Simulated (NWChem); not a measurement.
System: GeH₂Br₂; SMILES [GeH2]([Br])[Br]

NWChem input:

```
start job
memory heap 200 mb stack 900 mb global 1100 mb
geometry units angstroms noautoz
  Ge     0.000000     0.000000    -0.875270
  Br    -1.879073     0.000000     0.451280
  Br     1.879073     0.000000     0.451280
  H      0.000000     1.290650    -1.699634
  H      0.000000    -1.290650    -1.699634
end
basis spherical
  Ge library def2-svp
  Br library def2-svp
  H library def2-svp
end
dft
  xc r2scan
  iterations 150
  mulliken
end
task dft gradient
```

Parts of the log:

```
             Northwest Computational Chemistry Package (NWChem) 7.3.0
             --------------------------------------------------------

 C2V symmetry detected

                             Geometry "geometry" -> ""
                             -------------------------

 Output coordinates in angstroms (scale by  1.889725989 to convert to a.u.)

  No.       Tag          Charge          X              Y              Z
 ---- ---------------- ---------- -------------- -------------- --------------
    1 Ge                  32.0000     0.00000000     0.00000000    -0.87701704
    2 Br                  35.0000    -1.87907300     0.00000000     0.44953296
    3 Br                  35.0000     1.87907300     0.00000000     0.44953296
    4 H                    1.0000     0.00000000     1.29065000    -1.70138104
    5 H                    1.0000     0.00000000    -1.29065000    -1.70138104

 Effective nuclear repulsion energy (a.u.)     733.7879798602

      Symmetry information
      --------------------

 Group name             C2v
 Group number             16
 Group order               4
 No. of unique centers     3

                                 NWChem DFT Module
                                 -----------------

 Summary of "ao basis" -> "ao basis" (spherical)
 ------------------------------------------------------------------------------
       Tag                 Description            Shells   Functions and Types
 ---------------- ------------------------------  ------  ---------------------
 Ge                         def2-svp                12       32   5s4p3d
 Br                         def2-svp                12       32   5s4p3d
 H                          def2-svp                 3        5   2s1p

      Symmetry analysis of basis
      --------------------------

        a1         41
        a2         14
        b1         30
        b2         21

            General Information
            -------------------
          SCF calculation type: DFT
          Wavefunction type:  closed shell.
          No. of atoms     :     5
          No. of electrons :   104
           Alpha electrons :    52
            Beta electrons :    52
          Charge           :     0
          Spin multiplicity:     1
          Use of symmetry is: on ; symmetry adaption is: on
          Maximum number of iterations: 150
          AO basis - number of functions:   106
                     number of shells:    42
          Convergence on energy requested:  1.00D-06
          Convergence on density requested:  1.00D-05
          Convergence on gradient requested:  5.00D-04

              XC Information
              --------------
                      r^2SCAN Method XC Functional
               r^2SCAN metaGGA Exchange Functional  1.000
                     r^2SCAN Correlation Potential  1.000

             Grid Information
             ----------------
          Grid used for XC integration:  medium
          Radial quadrature: Mura-Knowles
          Angular quadrature: Lebedev.
          Tag              B.-S. Rad. Rad. Pts. Rad. Cut. Ang. Pts.
          ---              ---------- --------- --------- ---------
          Ge                  1.25      112           8.0       590
          Br                  1.15      112          10.0       590
          H                   0.35       45           9.0       434
          Grid pruning is: on
          Number of quadrature shells:   269
          Spatial weights used:  Erf1

      Superposition of Atomic Density Guess
      -------------------------------------

 Sum of atomic energies:       -7220.21366542

      Non-variational initial energy
      ------------------------------

 Total energy =   -7220.832125
 1-e energy   =  -11525.378396
 2-e energy   =    3570.758291
 HOMO         =      -0.351318
 LUMO         =       0.025213

      Symmetry analysis of molecular orbitals - initial
      -------------------------------------------------

  Numbering of irreducible representations:

     1 a1          2 a2          3 b1          4 b2

  Orbital symmetries:

     1 a1          2 b1          3 a1          4 a1          5 b1
     6 a1          7 b1          8 b2          9 b1         10 a2
    11 a1         12 a1         13 b2         14 a1         15 b1
    16 a1         17 b1         18 a1         19 b1         20 b2
    21 a1         22 a2         23 b1         24 a1         25 b2
    26 a1         27 b1         28 a1         29 b1         30 a1
    31 b2         32 a2         33 b1         34 a1         35 b2
    36 a2         37 b1         38 a1         39 b2         40 b1
    41 a2         42 a1         43 a1         44 b1         45 a1
    46 b1         47 b2         48 a1         49 a2         50 a1
    51 b1         52 b2         53 a1         54 b1         55 a1
    56 b2         57 a1         58 b1         59 a1         60 b2
    61 a2         62 a1

     ---------------------------------------------
      Total Density - Mulliken Population Analysis
     ---------------------------------------------

[...]

                         DFT ENERGY GRADIENTS

    atom               coordinates                        gradient
                 x          y          z           x          y          z
   1 Ge      0.000000   0.000000  -1.657322    0.000000   0.000000   0.001921
   2 Br     -3.550933   0.000000   0.849494    0.000759   0.000000  -0.000446
   3 Br      3.550933   0.000000   0.849494   -0.000759   0.000000  -0.000446
   4 H       0.000000   2.438975  -3.215144    0.000000   0.000676  -0.000515
   5 H       0.000000  -2.438975  -3.215144   -0.000000  -0.000676  -0.000515
```

Level: r2SCAN/def2-SVP. Geometry: optimised at PBE0/def2-SVP.
